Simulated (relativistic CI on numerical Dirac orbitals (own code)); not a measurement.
Slater and spin-orbit integrals, Ar9+

Calculated at this level of theory: Dirac-Coulomb-Breit CI, KLI orbitals optimised for each configuration, QED by a radiative potential, unscaled Slater integrals (own radial code, finite nucleus).

Slater integrals F^k, G^k are unscaled and averaged over j, outside the closed core 1s2; ζ comes from projecting the Hamiltonian with its Breit term on Σ l·s of the shell.

- 2s2.2p5: ζ(2p) = 11971 cm⁻¹; <r>(2p) = 0.3576, <r^2>(2p) = 0.157 (bohr units).
- 2s2.2p4.3s: F^2(2p,2p) = 271030, ζ(2p) = 12677, G^1(2p,3s) = 24047 cm⁻¹; <r>(2p) = 0.3486, <r^2>(2p) = 0.1488, <r>(3s) = 1.035, <r^2>(3s) = 1.216 (bohr units).
- 2s2.2p4.3p: F^2(2p,2p) = 270510, ζ(2p) = 12674, F^2(2p,3p) = 58909, G^0(2p,3p) = 23827, G^2(2p,3p) = 25417, ζ(3p) = 2488.9 cm⁻¹; <r>(2p) = 0.3492, <r^2>(2p) = 0.1494, <r>(3p) = 1.04, <r^2>(3p) = 1.243 (bohr units).

Averages of the first 10 configurations, taken without configuration mixing, which lowers the lowest level and can move excited configurations by several eV; other configurations of the list can lie among them:

```tsv
Configuration	Parity	States	Average energy above the lowest level (eV)
2s2.2p5	odd	6	1.0
2s.2p6	even	2	77.5
2s2.2p4.3s	even	30	284.3
2s2.2p4.3p	odd	90	302.4
2p6.3s	even	2	436.0
2p6.3p	odd	6	452.5
2s2.2p4.3d	even	150	325.1
2p6.3d	even	10	474.8
2s.2p5.3s	odd	24	354.3
2s.2p5.3p	even	72	371.6
```
